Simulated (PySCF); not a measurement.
**Polarisability and C₆ of Pt (platinum, neutral)**

[Xe] 4f14 5d9 6s1, high-spin 3D determinant. Computed with PySCF 2.14 in aug-cc-pwCVTZ-PP with ECP60MDF, with scalar relativity through the core potential. Coupled (time-dependent) response in atomic units; α is the mean over directions.

```tsv
method	mean α (bohr³)	α xx, yy, zz	C₆ (like pair)	S(−4)
revPBE	39.29	38.81, 38.81, 40.24	376.3	674.4
```

S(−4) is the Cauchy moment in α(ω) = α(0) + S(−4) ω² + …

Reference α: 48 ± 4 bohr³ (recommended; Schwerdtfeger and Nagle, table of static dipole polarizabilities (2023 update)). Published C₆: 470.0 (Gould and Bucko (2016)).

Spin-orbit coupling is absent.

α(iu) at revPBE:

```json
{"u (hartree)": "0", "α(iu) (bohr³)": "39.29"}
{"u (hartree)": "0.0500", "α(iu) (bohr³)": "37.70"}
{"u (hartree)": "0.100", "α(iu) (bohr³)": "33.87"}
{"u (hartree)": "0.200", "α(iu) (bohr³)": "25.43"}
{"u (hartree)": "0.300", "α(iu) (bohr³)": "19.41"}
{"u (hartree)": "0.500", "α(iu) (bohr³)": "12.80"}
{"u (hartree)": "0.750", "α(iu) (bohr³)": "8.719"}
{"u (hartree)": "1.00", "α(iu) (bohr³)": "6.408"}
{"u (hartree)": "1.50", "α(iu) (bohr³)": "3.935"}
{"u (hartree)": "2.00", "α(iu) (bohr³)": "2.678"}
{"u (hartree)": "3.00", "α(iu) (bohr³)": "1.470"}
{"u (hartree)": "5.00", "α(iu) (bohr³)": "0.6305"}
```

A single London oscillator, α(iu) = α/(1 + u²/ω²), gives C₆ = (3/4) ω α². Matching the computed C₆ needs ω = 4 × 376.3 / (3 × 39.29²) = 0.325 hartree.

The components differ because the open shell of this determinant is not spherical; for a pure term their mean is the scalar polarisability.

Energies and moments cover only the electrons outside the core potential. Spin-orbit coupling, absent here, splits the open shell strongly.
